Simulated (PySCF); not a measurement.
# Electric field gradients and quadrupole coupling constants

Compound: C₃H₁₁F₂NSi₂.
Cartesian coordinates in Å at the GFN2-xTB level; atoms count from 1:
```xyz
19
C3H11F2NSi2 angstrom
C     -2.9537    0.3481    0.6617
C     -1.7272   -0.3801    0.1237
C     -0.4889    0.5090    0.1239
Si     1.0412   -0.3423   -0.6188
N      1.4065   -1.6800    0.4094
Si     2.9089    0.9763   -0.5171
F      4.1476    0.1691   -1.1526
F      2.7897    2.1753   -1.5803
H     -3.8217   -0.3081    0.6658
H     -3.1806    1.2157    0.0452
H     -2.7762    0.6897    1.6796
H     -1.5380   -1.2638    0.7370
H     -1.9294   -0.7236   -0.8931
H     -0.7136    1.4172   -0.4387
H     -0.2850    0.8247    1.1488
H      0.6767   -0.7257   -2.0073
H      2.2658   -2.1900    0.2810
H      0.6731   -2.3169    0.6758
H      3.4948    1.6147    0.6486
```

Field gradients from the PBE0/pcSseg-1 density (PySCF, non-relativistic), principal values in atomic units, ordered |Vxx| ≤ |Vyy| ≤ |Vzz|:

```
atom     Vxx     Vyy      Vzz
  N5  0.3380  0.6148  -0.9528
```

Problem. Find the asymmetry η = (Vxx − Vyy)/Vzz and the couplings χ = eQV/h (234.96 MHz × Q in barn × V in au), with Q(14N) = 0.02044 b.

Solution. 
| atom | environment | nucleus | η | χzz (MHz) | χxx (MHz) | χyy (MHz) |
| --- | --- | --- | --- | --- | --- | --- |
| N5 | silicon-bound nitrogen | 14N | 0.29 | -4.576 | 1.623 | 2.953 |

The tensor is traceless: Vxx + Vyy + Vzz = 0.

Problem. What is Vzz at N5 in SI units (1 au = 9.71736 × 10²¹ V/m²)?

Solution. -0.9528 au = -9.259 × 10²¹ V/m².

Problem. And the gradient at the other heavy atoms, for which no coupling is worked out here?

Solution. 
```csv
atom,environment,Vzz (au),η
C1,methyl carbon,0.056,0.02
C2,chain CH2 carbon,0.064,0.82
C3,sp3 carbon bound to silicon,-0.065,0.89
Si4,SiH silicon,0.224,0.24
Si6,fluorine-bound silicon,-0.898,0.64
F7,silicon-bound fluorine,1.194,0.16
F8,silicon-bound fluorine,1.197,0.15
```

Were the hydrogens deuterons (Q(2H) = 0.00286 b), χzz would run from 98 kHz (H16) to 289 kHz (H18).

Geometry: GFN2-xTB, one conformer, isolated molecule. GFN2-xTB bond lengths can be off by several hundredths of an ångström, more for odd bonds, and the gradients follow them. These gradients aren't converged with respect to the basis.
